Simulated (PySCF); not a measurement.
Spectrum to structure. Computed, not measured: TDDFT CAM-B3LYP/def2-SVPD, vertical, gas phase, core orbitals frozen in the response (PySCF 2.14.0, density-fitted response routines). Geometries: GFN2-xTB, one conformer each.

```
state  E (eV)       f
   S1    5.70  0.0019
   S2    6.28  0.0046
   S3    6.41   0.015
   S4    6.89  0.0095
   S5    6.98  0.0023
   S6    7.29  0.0074
   S7    7.30   0.014
   S8    7.42  0.0008
```

Orbital energies (eV): HOMO-3 -9.69, HOMO-2 -9.29, HOMO-1 -8.54, HOMO -7.86, LUMO 1.12, LUMO+1 1.24, LUMO+2 1.82.

**Question.** Which structure fits? All have the formula C3H12N2Si2.
A. `NC[C@H]1[SiH2]CN[SiH2]1`
B. `C=CC[Si@H](N)N[SiH3]`
C. `C=C[SiH2]N[SiH2]NC`
D. `C=C[Si@H](NC)N[SiH3]`
E. `C/C=N\[SiH2]N(C)[SiH3]`

**Answer.** A. Its S1 lies at 5.70 eV; the nearest of the others has S1 at 6.01 eV. S1 is HOMO→LUMO (80%), HOMO→LUMO+1 (10%). Löwdin shares by element: HOMO nitrogen 55% or more, carbon 12% or more, silicon 10% or more, hydrogen 5% or more (atoms not listed hold the other 17%); LUMO silicon 40%, carbon 9% or more, hydrogen 8% or more (atoms not listed hold the other 42%). At the same level the other candidates give, for their lowest levels:
- `C=C[SiH2]N[SiH2]NC`: 6.07 eV (f 0.004); 6.46 eV (f 0.011); 6.58 eV (f 0.014); 6.63 eV (f 0.004); 6.86 eV (f 0.010); T1 4.33 eV; HOMO -8.22, LUMO 0.73 eV
- `C/C=N\[SiH2]N(C)[SiH3]`: 4.28 eV (f 0.000); 5.90 eV (f 0.002); 6.44 eV (f 0.016); 6.50 eV (f 0.004); 6.73 eV (f 0.011); T1 3.74 eV; HOMO -8.02, LUMO 0.61 eV
- `C=CC[Si@H](N)N[SiH3]`: 6.38 eV (f 0.024); 6.53 eV (f 0.018); 6.66 eV (f 0.184); 6.91 eV (f 0.135); 7.13 eV (f 0.024); T1 4.32 eV; HOMO -8.23, LUMO 1.02 eV
- `C=C[Si@H](NC)N[SiH3]`: 6.01 eV (f 0.021); 6.19 eV (f 0.019); 6.29 eV (f 0.009); 6.49 eV (f 0.013); 6.97 eV (f 0.001); T1 4.30 eV; HOMO -8.27, LUMO 0.72 eV
Triplets come from the Tamm–Dancoff approximation.

Without π bonds the low states are Rydberg-like; a valence basis with one diffuse set may place them up to an eV too high.
